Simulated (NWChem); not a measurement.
**H2Ga (+1) in NWChem**

The numbers come from NWChem runs, not from measurements. The geometry was optimised at B3LYP/def2-SVP, a minimum by its harmonic frequencies.

The NWChem input:

```
start mol
memory heap 200 mb stack 900 mb global 1100 mb
charge 1
geometry "system" units angstroms nocenter noautoz noautosym
  Ga     0.000000     0.000000     0.000000
  H      0.000000     0.000000     1.535921
  H      0.000000     0.000000    -1.535921
end
set geometry "system"
basis spherical
  * library 6-31g*
end
dft
  xc b3lyp
  semidirect memsize 60000000 filesize 0
  iterations 100
  convergence energy 1e-10 density 1e-9 gradient 1e-8
  tolerances tight
end
task dft energy
rt_tddft
  tmax 200.0
  dt 0.2
  tag "kick"
  print dipole
  field "kick"
    type delta
    polarization y
    max 0.0001
  end
  excite "system" with "kick"
end
task dft rt_tddft
```

Change of the dipole's y component after the kick, in units of 1e-4 a.u.:

```csv
time (a.u.),Δμ
0.0,0.000
0.4,0.152
0.8,0.307
1.2,0.458
1.6,0.554
2.0,0.633
2.4,0.674
2.8,0.649
3.2,0.603
3.6,0.502
4.0,0.412
4.4,0.296
4.8,0.181
5.2,0.071
5.6,-0.049
6.0,-0.111
6.4,-0.169
6.8,-0.184
7.2,-0.197
7.6,-0.202
8.0,-0.164
8.4,-0.131
8.8,-0.069
9.2,-0.037
9.6,0.000
10.0,0.037
10.4,0.056
10.8,0.077
11.2,0.044
11.6,0.004
12.0,-0.066
12.4,-0.142
12.8,-0.213
13.2,-0.308
13.6,-0.384
14.0,-0.461
14.4,-0.488
14.8,-0.484
15.4,-0.428
15.8,-0.359
16.2,-0.252
16.6,-0.101
17.0,0.046
17.4,0.203
17.8,0.328
18.2,0.444
18.6,0.542
19.0,0.601
19.4,0.629
19.8,0.602
20.2,0.560
20.6,0.497
21.0,0.421
21.4,0.328
21.8,0.208
22.2,0.104
22.6,0.003
23.0,-0.076
23.4,-0.144
23.8,-0.216
24.2,-0.259
24.6,-0.291
25.0,-0.293
25.4,-0.285
25.8,-0.280
26.2,-0.260
26.6,-0.234
27.0,-0.183
27.4,-0.145
27.8,-0.121
28.2,-0.105
28.6,-0.104
29.0,-0.092
29.4,-0.105
29.8,-0.123
```
